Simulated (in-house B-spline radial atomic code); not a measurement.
S⁵⁺. Computed with a B-spline radial atomic code. Model: all-electron spherical atom, spin shells full or empty, radial basis limit, no spin-orbit coupling, Breit or QED, empty-state partial waves extrapolated as (l+1/2)^-4, RPA, G0W0 and static COHSEX of the highest shell as one setting changes (uncorrelated shells keep exact exchange).

In a row where one electron alone is correlated, RPA and GW hold only self-correlation.

Given: element S; charge 5; filled core Ne; hamiltonian non-relativistic; mean-field start PBE; highest l of empty states 9; highest mean-field shell 3s up.

Shell: 3s 1 0 (electrons up and down).

| lowest nl shells left uncorrelated | RPA correlation energy (hartree) | G0W0 level (eV) | G0W0 minus most complete (meV) | COHSEX level (eV) |
| --- | --- | --- | --- | --- |
| 0 | -0.66654 | -89.016 | 0 | -91.006 |
| 1 | ? | ? | ? | ? |
| 2 | ? | ? | ? | ? |
| 3 | -0.032394 | -88.628 | 388 | -90.429 |

(1) What follows for lowest nl shells left uncorrelated = 2?

(2) What follows for lowest nl shells left uncorrelated = 1?

## Answers

(1) RPA correlation energy -0.39031 hartree; G0W0 level -89.061 eV; G0W0 minus most complete -44.6 meV; COHSEX level -91.074 eV.

(2) RPA correlation energy -0.53858 hartree; G0W0 level -89.011 eV; G0W0 minus most complete 4.5 meV; COHSEX level -90.994 eV.
